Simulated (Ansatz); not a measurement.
H₁₃N₃Si₄, SMILES [SiH3]N[SiH](N[SiH3])N[SiH3].

Geometry: PBE0-D3(BJ)/def2-SVP. The values are those of a single conformer.

Two levels are set side by side: PBE/def2-SVPD (Ansatz, a program for electronic structure) and PBE0/def2-SVPD (Ansatz). Energy differences of separate SCF runs at the same geometry; the states with an electron removed or added have multiplicity 2 and 2. Differences are taken from unrounded values.

```tsv
quantity	PBE0
vertical ionisation energy (eV)	8.90
vertical singlet–triplet gap (eV)	5.99
```

Problem. What does PBE give, and how far is it from PBE0? (The exact figures need the calculation; the answer reports its results.)

Solution. 
```tsv
quantity	PBE	PBE minus PBE0
vertical ionisation energy (eV)	8.36	-0.54
vertical singlet–triplet gap (eV)	5.28	-0.72
```
